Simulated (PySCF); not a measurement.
B(Cl)(SH)2 (BClH₂S₂), SMILES SB(Cl)S. Geometry optimised at PBE0-D3(BJ)/def2-SVP. The values are those of a single conformer.

These are PBE0-D3(BJ)/def2-SVP in PySCF values and carry that method's errors.

Harmonic wavenumbers (cm⁻¹): 225, 234, 297, 379, 435, 458, 789, 790, 1018, 1040, 2718, 2725. Rotational constants (GHz): 3.196, 2.962, 1.537; symmetry number 2.

Work out the zero-point energy and the ideal-gas rigid-rotor harmonic-oscillator thermochemistry at 298.15 K and 1 atm.

ZPE = ½ Σ hcν = ½ × 11109 cm⁻¹ = 15.88 kcal/mol. H − E(el) = 19.85 kcal/mol. Entropy in cal/(mol K): translation 40.07, rotation 26.12, vibration 8.45, total 74.63. G − E(el) = -2.40 kcal/mol. Cp = 19.50 cal/(mol K).
